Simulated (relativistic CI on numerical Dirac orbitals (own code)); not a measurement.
## L2,3 absorption of manganese in several valence states

Computed multiplet spectra 2p⁶3dⁿ → 2p⁵3dⁿ⁺¹ (Dirac-Coulomb-Breit ions, Slater integrals scaled by 0.9, an assumed crystal field that grows with the charge, no charge transfer; 300 K; Lorentzian 0.4 eV and Gaussian 0.3 eV FWHM at both edges, so that L2 comes out sharper than in experiment). Peaks over 5 % are given in eV from the highest peak in the L3 region of each spectrum (height, largest 100). S of the lowest state is read from ⟨S²⟩, and the branching ratio is the share of L3, cut at the minimum between the edges.

Field parameters in Wybourne normalisation: Td as Oh with Dq negative (B⁴₀ = 21Dq, B⁴₄ = √(5/14) B⁴₀). The field is a parameter set, without covalency.

- Mn2+ (d5, Td, 10Dq = -6000 cm⁻¹): S = 2.50, high spin, branching ratio 0.78; peaks -1.8 (9), 0.0 (100), 1.4 (39), 4.1 (13), 9.9 (11), 10.6 (15), 12.5 (22)
- Mn4+ (d3, Td, 10Dq = -9500 cm⁻¹): S = 1.50, branching ratio 0.60; peaks -2.6 (19), 0.0 (100), 0.5 (97), 1.3 (73), 2.3 (62), 4.0 (31), 7.0 (37), 7.9 (39), 9.1 (33), 10.9 (44), 12.0 (42), 12.4 (42)
- Mn5+ (d2, Td, 10Dq = -11250 cm⁻¹): S = 1.00; peaks -2.4 (12), 0.0 (100), 2.5 (15), 3.5 (27), 7.5 (35), 8.4 (44), 8.9 (41), 11.5 (77)

Problem. What spin state follows for Mn3+ in Td, 10Dq = -7750 cm⁻¹, and does its branching ratio lie nearer 2/3 or nearer 0.8?

Solution. Mn3+ (d4, Td, 10Dq = -7750 cm⁻¹): S = 2.00, high spin, branching ratio 0.77; peaks -4.9 (6), -3.8 (9), -3.1 (10), -1.6 (21), 0.0 (100), 0.8 (89), 2.9 (49), 3.2 (50), 6.5 (34), 7.7 (31), 9.2 (24), 11.4 (38), 11.9 (35), 14.4 (10). High-spin states, above all those with an unquenched orbital moment, raise the ratio above the statistical 2/3; low spin and nearly empty shells keep it near or below 2/3.

The centroid of the whole edge, which also moves with the branching ratio, lies at 645.5 (Mn2+), 648.6 (Mn3+), 652.8 (Mn4+), 658.3 (Mn5+) eV in this ionic model, in steps of 3.1 to 5.5 eV. Compounds show about 1 to 2 eV a unit and lower energies for the high valences, since ligands screen the charge. The multiplet shape follows the d count and the spin state, and so serves as a fingerprint of valence.
